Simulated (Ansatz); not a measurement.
Si₃Au₂⁻, relaxed as a doublet with UKS r2SCAN-D4/def2-SVPD in Ansatz, starting from the GFN1-xTB geometry. Force threshold 0.02 eV/Å.

In the def2 sets Au takes a core potential; there is no spin–orbit coupling. The structure comes from a short search, and lower isomers may exist.

Start:

Cartesian coordinates in Å:
```
Au 0.0102 -1.0153 -1.9810
Au 0.1229 -2.1123 -4.2295
Si -0.0741 0.0336 0.1330
Si -0.0369 1.0758 2.0780
Si -0.0221 2.0183 3.9995
```

| step | energy (eV) | largest force component (eV/Å) | SCF passes |
| --- | --- | --- | --- |
| 1 | -31014.2409 | 1.064 | 101 |
| 2 | -31014.3363 | 0.357 | 62 |
| 3 | -31014.3525 | 0.110 | 50 |
| 4 | -31014.4194 | 0.333 | 88 |
| 5 | -31014.4885 | 0.334 | 42 |
| 6 | -31014.5053 | 0.459 | 45 |
| 7 | -31014.5345 | 0.098 | 46 |
| 8 | -31014.5384 | 0.025 | 40 |
| 9 (rejected) | -31014.5341 | 0.340 | 39 |
| 10 | -31014.5409 | 0.025 | 40 |
| 11 | -31014.5410 | 0.108 | 40 |
| 12 | -31014.5422 | 0.054 | 40 |
| 13 | -31014.5460 | 0.044 | 43 |
| 14 | -31014.5515 | 0.071 | 38 |
| 15 | -31014.5570 | 0.506 | 44 |
| 16 | -31014.5762 | 0.398 | 39 |
| 17 | -31014.6087 | 0.229 | 37 |
| 18 | -31014.6324 | 0.176 | 37 |
| 19 | -31014.6475 | 0.397 | 43 |
| 20 | -31014.6730 | 0.310 | 45 |
| 21 | -31014.8129 | 0.673 | 51 |
| 22 | -31015.2778 | 1.331 | 43 |
| 23 | -31015.6776 | 0.394 | 38 |
| 24 | -31015.7451 | 0.177 | 32 |
| 25 | -31015.7782 | 0.132 | 33 |
| 26 (rejected) | -31015.7389 | 0.998 | 37 |
| 27 | -31015.7921 | 0.063 | 32 |
| 28 | -31015.7961 | 0.034 | 31 |
| 29 | -31015.7963 | 0.005 | 30 |

Force components are those of the run's own axes.

End:

```xyz
5

Au    0.1375   -0.7861   -1.4211
Au    0.5393   -2.1711   -3.5734
Si   -0.2469    0.4657    0.4492
Si   -1.0211    1.9567    1.8769
Si    0.5911    0.5348    2.6685
```

Bonds formed: Si3–Si5 (atoms count from 1). The end is the same structure that another start reached.

No frequencies were taken in this run, so the end may be a saddle point.

Hardware: 4 threads of Intel Xeon 6975P-C on a shared host. Wall time 1.8 min.
